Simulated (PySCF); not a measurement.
Geometry:
| atom | x (Å) | y (Å) | z (Å) |
| --- | --- | --- | --- |
| C1 | 3.372 | 0.555 | 0.602 |
| C2 | 2.782 | -0.561 | -0.255 |
| C3 | 3.528 | -1.873 | -0.028 |
| C4 | 1.278 | -0.707 | -0.018 |
| P5 | 0.293 | 0.785 | -0.617 |
| C6 | -1.304 | 0.317 | -0.006 |
| C7 | -1.784 | -0.783 | 0.663 |
| C8 | -3.242 | -0.662 | 1.010 |
| C9 | -3.712 | 0.442 | 0.052 |
| C10 | -2.461 | 1.297 | -0.168 |
| H11 | 2.786 | 1.477 | 0.466 |
| H12 | 4.431 | 0.750 | 0.357 |
| H13 | 3.317 | 0.284 | 1.672 |
| H14 | 2.919 | -0.274 | -1.317 |
| H15 | 3.140 | -2.672 | -0.681 |
| H16 | 3.402 | -2.212 | 1.016 |
| H17 | 4.611 | -1.773 | -0.218 |
| H18 | 0.919 | -1.626 | -0.525 |
| H19 | 1.100 | -0.877 | 1.064 |
| H20 | -1.171 | -1.632 | 0.981 |
| H21 | -3.824 | -1.597 | 0.880 |
| H22 | -3.418 | -0.351 | 2.068 |
| H23 | -4.580 | 1.015 | 0.425 |
| H24 | -4.006 | -0.020 | -0.907 |
| H25 | -2.382 | 2.088 | 0.603 |
| H26 | -2.449 | 1.810 | -1.145 |

Total charge -1.

Geometry: PBE0-D3(BJ)/def2-SVP; GIAO shifts from PySCF, gas phase, non-relativistic, averaged over equivalent atoms.

At PBE/pcSseg-1 (257 basis functions, 2.3 min wall time on 1 thread of an Arm Neoverse N1, shared host):
```csv
atoms,δ (ppm)
C6,170.5
C7,96.1
C10,44.5
C4,44.1
C8,41.1
C2,34.0
C9,32.7
C1/C3,28.6
P5,-35.7
H20,3.65
H21/H22,2.71
H25/H26,2.32
H18/H19,1.89
H14,1.74
H23/H24,1.46
H11/H12/H13/H15/H16/H17,1.02
```

Referencing at the same level of theory: $^{13}$C (180.03 ppm) and $^{1}$H (31.20 ppm) against TMS; $^{31}$P (295.64 ppm) against H3PO4.

Q: Estimate the result of repeating the calculation with PBE0/pcSseg-1.

A: 
| atoms | δ at PBE0/pcSseg-1 | change |
| --- | --- | --- |
| C6 | 178.0 | +7.5 |
| C7 | 98.0 | +1.9 |
| C10 | 42.4 | -2.1 |
| C4 | 40.6 | -3.5 |
| C8 | 38.7 | -2.4 |
| C2 | 31.2 | -2.8 |
| C9 | 31.1 | -1.6 |
| C1/C3 | 27.9 | -0.7 |
| P5 | -50.7 | -15.0 |
| H20 | 3.74 | +0.09 |
| H21/H22 | 2.45 | -0.26 |
| H25/H26 | 2.19 | -0.13 |
| H18/H19 | 1.68 | -0.21 |
| H14 | 1.53 | -0.21 |
| H23/H24 | 1.34 | -0.12 |
| H11/H12/H13/H15/H16/H17 | 0.97 | -0.05 |

Chemical shifts δ = σref − σ; TMS for $^{13}$C (σref 184.41), $^{1}$H (σref 31.27); $^{31}$P (σref 310.13) vs H3PO4, all at this level.

The largest change is at P5 (phosphorus bonded to 2 C). Cost: 257 basis functions, 2.6 min wall time on 1 thread of an Arm Neoverse N1, shared host. The order of the carbon signals is the same at both levels.

Experimental scales use liquid or dissolved standards, which lie at an offset from isolated H3PO4.
